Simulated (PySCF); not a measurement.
C2H7BiO2, SMILES [OH][Bi]([CH2]C)[OH].

Geometry: B3LYP-D3(BJ)/def2-SVP. The def2 effective core potentials stand for the cores of Bi; spin–orbit coupling is left out. Other conformers were not sampled.

All values below come from r2SCAN/def2-TZVP in PySCF.

Gas-phase values at a fixed geometry.

| Item | Value |
|---|---|
| total energy | -445.60715 hartree |
| highest occupied level | -6.19 eV |
| lowest empty level | -1.37 eV |
| orbital gap | 4.81 eV |
| dipole moment | 2.75 D |
| quadrupole, principal values (traceless, Buckingham form, about the centre of nuclear charge) | -8.44, -2.08, 10.53 D·Å |
| mean static polarisability | 77.7 bohr³ (11.51 Å³) |
| polarisability, principal values | 69.9, 71.4, 91.7 bohr³ |
